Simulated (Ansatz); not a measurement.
`CN[Si](F)(F)Cl` + HBr → `F[Si](F)(Cl)Br` + CH₃NH₂ at 700 K and 1 bar (ligand exchange at the Si–N bond).

Computed with Ansatz on PBE0-D4/def2-TZVP structures; ΔE is electronic, products minus reactants. CBS: MP2 limit from def2 TZ/QZ plus the TZ coupled-cluster correction, frozen cores. For Br outer-core shells are correlated without core-valence functions, which leaves a few kJ/mol of doubt a bond. Scalar relativity is left out up to krypton. One conformer a species, not always the lowest.

| species | CCSD(T)/CBS energy (Eh) | H − E (kJ/mol) | S (J/(mol·K)) |
| --- | --- | --- | --- |
| `CN[Si](F)(F)Cl` | -1043.83156 | 246.8 | 493.0 |
| HBr | -2573.91920 | 36.5 | 223.7 |
| `F[Si](F)(Cl)Br` | -3522.00110 | 80.9 | 420.7 |
| CH₃NH₂ | -95.75281 | 207.6 | 296.6 |

H − E and S are ideal-gas, rigid-rotor, harmonic terms from PBE0-D4/def2-TZVP, for one conformer and one mirror image of each species. 1 Eh = 2625.50 kJ/mol, R = 8.31446 J/(mol·K).

By hand: ΔE, ΔH, ΔS and ΔG.

ΔE = (-3522.00110) + (-95.75281) − (-1043.83156) − (-2573.91920) = -0.00315 Eh = -8.3 kJ/mol. Δ(H − E) = 80.9 + 207.6 − 246.8 − 36.5 = 5.2, so ΔH = -3.1 kJ/mol. ΔS = 420.7 + 296.6 − 493.0 − 223.7 = 0.6 J/(mol·K). ΔG = -3.1 − 700 × (0.6)/1000 = -3.5 kJ/mol.

By hand: the equilibrium constant, and the temperature at which ΔG would vanish if ΔH and ΔS stayed fixed.

log₁₀ K = −ΔG/(RT ln 10) = 0.3. ΔH and −TΔS have one sign here, so there is no such temperature. One of them is within its doubt of zero, so this could turn.

The number of gas molecules stays the same, so ΔS is small and ΔH decides. The sign of ΔG lies within the doubt. A doubt of 5 kJ/mol in ΔE shifts log₁₀ K by 0.4 here. Other conformers and mirror images would add mixing entropy, several J/(mol·K) or more a flexible species. Modes under 60 cm⁻¹, often nearly free rotors, make the harmonic entropy too high. These are equilibria of isolated gas molecules and say nothing of rates. Largest T1 diagnostic: 0.010 (customary marks: 0.02 for closed shells, 0.045 for open ones).
